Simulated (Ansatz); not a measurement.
A geometry relaxed with PBE0-D4/def2-TZVP run with Ansatz (a program for electronic structure), charge 0, multiplicity 1:

```xyz
9

H     -1.3036     1.0275    -0.8205
O     -0.7141    -1.6253     0.7930
H     -2.4595    -0.1822    -0.3436
H      2.0979    -0.9536    -0.5006
H      1.7161     0.2389     1.5998
Si     1.2714     0.0483     0.2037
C     -0.5357    -0.5638     0.2226
N     -1.5100     0.1565    -0.3634
Cl     1.4376     1.8536    -0.7910
```

### Question
Write the SMILES of this molecule.

### Answer
`NC(=O)[SiH2]Cl`
